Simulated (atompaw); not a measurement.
**Before and after: PAW (atompaw) potential for caesium (Cs)**

| Item | Value |
| --- | --- |
| Element | caesium (Cs) |
| Generator | atompaw 4.2.0.5 |
| Type | PAW |
| Functional | PBEsol |
| Relativity | scalar-relativistic |
| Frozen core | [Kr] 4d10 |
| Valence charge | 9 |
| Reference configuration | 5s2 5p6 5d0 6s0.75 6p0 (charge +0.25) |
| Partial waves | 5s (bound): rc 2.80 bohr; 6s (bound): rc 3.00 bohr; 5p (bound): rc 3.00 bohr; 6p (bound, empty): rc 3.00 bohr; 5d (bound, empty): rc 3.00 bohr; 5d channel at 3.1 Ry: rc 3.00 bohr |
| Local potential | bessel scheme, radius 2.10 bohr |
| Core correction | smooth core density matched at 2.65 bohr |
| Augmentation charge | besselshape compensation charge, radius 2.45 bohr; PAW radius 3.00 bohr; waves and projectors: custom polynom vanderbiltortho |

All-electron outer shells of the reference configuration (PBEsol, scalar-relativistic, ld1.x):

| shell | level (eV) | outermost node (bohr) | outermost maximum (bohr) |
| --- | --- | --- | --- |
| 4p | -161.79 | 0.36 | 0.67 |
| 4d | -75.37 | 0.33 | 0.72 |
| 5s | -27.96 | 0.82 | 1.54 |
| 5p | -14.71 | 0.89 | 1.79 |
| 6s | -2.91 | 2.10 | 4.62 |
| 6p | -1.39 | 2.59 | 6.31 |
| 5d | -1.24 | 1.06 | 3.14 |

Change: augmentation besselshape compensation charge, radius 2.45 bohr; PAW radius 3.00 bohr; waves and projectors: custom rrkj vanderbiltortho.

Cutoffs: the cutoffs (Ry, on a coarse ladder) from which the occupation-weighted sum of valence levels, in a spherical-Bessel basis at the reference potential, stays within 10 and 1 mRy of its value at 400 Ry; they do not see the model core or the augmentation charge, which bear on the density cutoff.

What does the change do?

The potential gets neither clearly harder nor softer (8 Ry and 15 Ry → 8 Ry and 15 Ry); the range in which the s phases agree widens (upper end 3.0 → at the end of the scan); the range in which the p phases agree narrows (upper end at the end of the scan → 1.4); neither file shows a bound ghost.

| quantity | base | changed |
| --- | --- | --- |
| cutoff, loose | 8 Ry | 8 Ry |
| cutoff, tight | 15 Ry | 15 Ry |
| bound ghosts | none | none |
| s: phases at 3.00 bohr within 0.05 rad from the reference energy up to (Ry; the scan ends near 5) | 3.0 | to the end of the scan |
| p: phases at 3.00 bohr within 0.05 rad from the reference energy up to (Ry; the scan ends near 5) | to the end of the scan | 1.4 |
| d: phases at 3.00 bohr within 0.05 rad from the reference energy up to (Ry; the scan ends near 5) | to the end of the scan | 3.7 |
| lowest overlap eigenvalue by channel | s 0.55, p 0.91, d 0.93 | s 0.06, p 0.04, d 0.90 |

 The cutoffs see the waves, projectors and local potential, not the compensation charge or the core.
